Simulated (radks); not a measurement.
The numbers below are computed, except where a source is named.
Excited configurations of the nitrogen ion N3+: one electron is placed in a higher orbital outside [He] 2s1. The ground configuration is [He] 2s2. Code: a radial shooting solver on a logarithmic mesh with Libxc functionals. Model: scalar-relativistic Kohn-Sham, PBE, spin-polarised, spherical densities, point nucleus; open shells are filled with parallel spins first. Excitation = E - E(ground); binding = E(ion) - E, where the ion is the core of charge +4; n* = 4/sqrt(2 binding) in atomic units, and the quantum defect is n - n*.

outer orbital  excitation (eV)  binding (eV)     n*  quantum defect  <r> (bohr)
3s                      45.502        30.991  2.650           0.350       2.691
3p                      48.361        28.132  2.782           0.218       2.721
3d                      50.576        25.917  2.898           0.102       2.413
4s                      59.736        16.757  3.604           0.396       4.996
5d                      66.909         9.584  4.766           0.234       8.004
6p                      69.623         6.871  5.629           0.371       11.99
6f                      70.013         6.480  5.796           0.204       11.47
7s                      71.273         5.220  6.458           0.542       16.13
7p                      71.460         5.033  6.577           0.423       16.50

The Delta-SCF ionisation energy is 76.493 eV (NIST Atomic Spectra Database: 77.474 eV, measured). Self-interaction in the functional shifts the binding energies and quantum defects, so they are the method's values and not measured ones.
